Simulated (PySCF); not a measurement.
CNO, SMILES N#C[O], doublet (PBE0/def2-SVP optimised geometry):

```
3

O     -1.200     0.000     0.000
C     -0.025     0.000     0.000
N      1.200     0.000     0.000
```

Computed with unrestricted PBE0/def2-TZVP (PySCF 2.14.0).

### Question
What are the frontier orbital energies (α orbitals alone; a β orbital can be the lowest empty one) and the dipole moment?

### Answer
HOMO-2 -12.51 eV, HOMO-1 -10.65 eV, HOMO -9.51 eV, LUMO 0.55 eV, LUMO+1 1.06 eV; dipole moment 0.73 D.

Meta-Löwdin charges at PBE0/def2-TZVP: O1 -0.23, C2 0.45, N3 -0.22.
